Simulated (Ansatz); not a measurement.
`N[CH2][GaH][OH]` + `CSC=N` → `N=[CH][GaH][OH]` + `CSCN`  (formal exchange of groups at a Ga–C bond)

Program: Ansatz. Geometries: PBE0-D4/def2-TZVP. ΔE: electronic, gas phase. CCSD(T)/CBS adds triple-zeta CCSD(T) − MP2 to the extrapolated MP2 energy (def2 sets, frozen cores). DFT in def2-TZVPP. For Ga outer-core shells are correlated without core-valence functions, which leaves a few kJ/mol of doubt a bond. Scalar relativity is left out up to krypton. Each species was taken in one conformer, which may not be the lowest.

```json
{"species": "`N[CH2][GaH][OH]`", "PBE-D4 energy (Eh)": "-2096.14064"}
{"species": "`CSC=N`", "PBE-D4 energy (Eh)": "-531.88015"}
{"species": "`N=[CH][GaH][OH]`", "PBE-D4 energy (Eh)": "-2094.92259"}
{"species": "`CSCN`", "PBE-D4 energy (Eh)": "-533.08717"}
```

**Question.** Work out ΔE.

**Answer.** ΔE = (-2094.92259) + (-533.08717) − (-2096.14064) − (-531.88015) = 0.01103 Eh = +29.0 kJ/mol. CCSD(T)/CBS gives +18.7 kJ/mol.

Largest T1 diagnostic among the species: 0.015.

In def2-TZVPP, CCSD(T) changes the Hartree–Fock value by +5.7 kJ/mol (the triples alone add +1.3 kJ/mol) and MP2 by +11.6 kJ/mol. From PBE to PBE0 (25 % exact exchange), in def2-TZVPP and without D4, ΔE moves by −3.4 kJ/mol.
